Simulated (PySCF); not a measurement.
**A thermochemical cycle for CsNa**

PBE in PySCF with def2-SVP on every atom (core potentials on Cs), for the lowest determinant that a PBE0 search found; no spin–orbit coupling. CsNa, a singlet (closed shell), has De = 0.65 eV to neutral atoms, and CsNa⁺, a doublet (σ ↑), has De = 0.41 eV to Cs⁺ + Na.

At the same level the Cs atom ionises at 3.98 eV.

**Question.** What is the adiabatic ionisation energy of the molecule, and does ionisation strengthen or weaken the bond?

**Answer.** IE = IE(Cs) + De(neutral) − De(ion) = 3.98 + 0.65 − 0.41 = 4.22 eV. De changes by -0.24 eV, so ionisation weakens the bond.

Closed-shell solutions of metal pairs were not tested for spin polarisation, which can lower them a little. Weak bonds: CsNa⁺. Basis-set superposition, not corrected here, can be much of De in a small basis, most of all at correlated wavefunction levels. Spin–orbit coupling is left out. For an ion De counts to the pair picked by the measured ionisation energies or electron affinities, which need not be the lowest pair at this level. States were picked by a PBE0 search and need not be the measured ground states.
